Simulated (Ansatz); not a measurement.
CH₅BFNTe, relaxed with RKS PBE0-D4/def2-TZVP in Ansatz 0.2.0 from a PBE-D4/def2-SVP geometry. The force threshold is 0.005 eV/Å; the program also tests the step.

Total charge 0; spin multiplicity 1. Te takes the def2 core potential. The bonds changed during the relaxation, so this is another structure than the one it started from.

Start:

```xyz
10

B    -0.648   -0.891   -0.441
C    -0.063   -0.085    0.758
N     1.207    0.281    0.916
F    -0.809    0.295    1.791
Te   -1.570    0.939   -1.515
H     0.215   -1.406   -1.138
H    -1.608   -1.575   -0.121
H     1.494    0.913    1.668
H     1.883    0.015    0.199
H    -0.102    1.514   -2.117
```

(1) How much energy does the relaxation release, and in how many steps? (Best estimate.)

(2) Which bonds change most? (Best estimate.)

(3) Give the relaxed structure. (Estimate.)

Results:

(1) Ansatz gave: 4.67 kJ/mol, in 6 steps.

(2) Ansatz gave: B1–Te5 from 2.314 to 2.288 Å; Te5–H10 from 1.687 to 1.661 Å; B1–H6 from 1.223 to 1.202 Å; B1–H7 from 1.221 to 1.200 Å.

(3) Computed: 
```xyz
10

B    -0.646   -0.886   -0.438
C    -0.058   -0.093    0.753
N     1.192    0.279    0.904
F    -0.795    0.280    1.777
Te   -1.540    0.934   -1.497
H     0.205   -1.387   -1.122
H    -1.591   -1.554   -0.119
H     1.470    0.907    1.642
H     1.853    0.032    0.188
H    -0.090    1.487   -2.090
```
